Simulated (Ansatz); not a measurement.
Reaction (redistribution): `C=C[SiH2][SiH3]` + `BN/C(C)=C\F` → `BN[SiH2]C=C` + `C/C([SiH3])=C\F`

Program: Ansatz. Geometries: PBE0-D4/def2-TZVP. ΔE: electronic, gas phase. CBS: MP2 limit from def2 TZ/QZ plus the TZ coupled-cluster correction, frozen cores. Double bonds are as drawn, so ΔE can hold a change between cis and trans. DFT in def2-TZVPP. B3LYP here is the variant with VWN-RPA as its local correlation; programs differ in this. Each species was taken in one conformer, which may not be the lowest.

`C=C[SiH2][SiH3]`:

Z-matrix (Å, degrees):
```
Si
C 1 1.862
Si 1 2.343 2 110.6
H 1 1.491 2 110.5 3 119.9
H 1 1.489 2 108.8 3 -120.8
C 2 1.330 1 123.5 3 113.6
H 2 1.089 1 118.3 3 -64.9
H 3 1.488 1 110.4 2 -62.0
H 3 1.489 1 111.0 2 177.5
H 3 1.489 1 110.1 2 57.5
H 6 1.086 2 121.8 1 1.5
H 6 1.086 2 122.1 1 -178.7
```

`BN/C(C)=C\F`:

```xyz
13

B    -0.787    1.559   -1.038
N    -0.766    0.758    0.105
C     0.055   -0.331    0.399
C     1.073   -0.754   -0.600
C    -0.073   -0.978    1.554
F    -0.994   -0.597    2.461
H    -1.585    2.448   -1.074
H    -0.030    1.350   -1.936
H    -1.419    0.961    0.847
H     1.776    0.055   -0.810
H     1.631   -1.613   -0.227
H     0.602   -1.028   -1.547
H     0.515   -1.828    1.866
```

`BN[SiH2]C=C`:

Cartesian coordinates in Å:
```
B 1.638 -2.026 -0.514
N 0.886 -1.142 0.266
Si -0.621 -0.372 -0.167
C -0.459 1.477 -0.159
C -1.191 2.253 0.637
H 1.240 -2.322 -1.604
H 2.664 -2.470 -0.084
H 1.260 -0.911 1.177
H -1.679 -0.715 0.823
H -0.973 -0.893 -1.510
H 0.257 1.953 -0.828
H -1.920 1.833 1.326
H -1.101 3.336 0.639
```

`C/C([SiH3])=C\F`:

Cartesian coordinates in Å:
```
C 0.217 -1.507 -0.012
C -0.136 -0.064 -0.217
Si 0.472 1.229 0.973
C -0.882 0.352 -1.231
F -1.381 -0.480 -2.156
H -0.206 -2.143 -0.789
H -0.147 -1.860 0.958
H 1.303 -1.643 -0.010
H -0.020 0.939 2.348
H 1.959 1.230 1.019
H -0.013 2.568 0.546
H -1.168 1.380 -1.428
```

(1) Is it downhill or uphill in electronic energy at CCSD(T)/CBS, and by how much? (Estimate.)

(2) What do these levels give: r2SCAN-D4, PBE0-D4, B3LYP-D4, ωB97M-V, PBE, B3LYP, MP2/def2-TZVPP, SCS-MP2/def2-TZVPP, CCSD/def2-TZVPP, HF/def2-QZVPP, MP2/CBS(def2), CCSD/CBS(def2)? (Best estimate.)

Largest T1 diagnostic among the species: 0.013.

Answers

(1) Ansatz gave: Downhill: ΔE = -0.94 eV.

(2) The calculation gave: r2SCAN-D4 -0.80, PBE0-D4 -0.72, B3LYP-D4 -0.85, ωB97M-V -0.97, PBE -0.64, B3LYP -0.85, MP2/def2-TZVPP -1.04, SCS-MP2/def2-TZVPP -1.05, CCSD/def2-TZVPP -0.95, HF/def2-QZVPP -1.09, MP2/CBS(def2) -1.05, CCSD/CBS(def2) -0.96 eV.

In def2-TZVPP, CCSD(T) changes the Hartree–Fock value by +0.15 eV (the triples alone add +0.02 eV) and MP2 by +0.04 eV. From PBE to PBE0 (25 % exact exchange), in def2-TZVPP and without D4, ΔE moves by −0.08 eV.
